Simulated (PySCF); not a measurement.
**Al+: excitation energy**

Al+ [Ne] 3s2 (1S) → Al+ [Ne] 3s1 4s1 (3S), as a difference of total energies. Calculation: PySCF 2.14, in aug-cc-pCVTZ-DK with one added diffuse shell each of s, p, d, f type (9s8p6d4f, 91 functions); scalar relativity by spin-free X2C-1e. Correlated levels: valence: [Ne] frozen. The calculations carry no spin-orbit coupling.

```
           method  excitation energy (eV)  error (eV)
              UHF                  10.266      -1.051
    MP2 (valence)                  10.941      -0.376
SCS-MP2 (valence)                  11.153      -0.164
   CCSD (valence)                  11.169      -0.148
```

Reference: 11.317 eV (measured; NIST levels).

Errors of the correlated levels include the incompleteness of this basis and the frozen core.

With two correlated electrons CCSD is exact in that space.
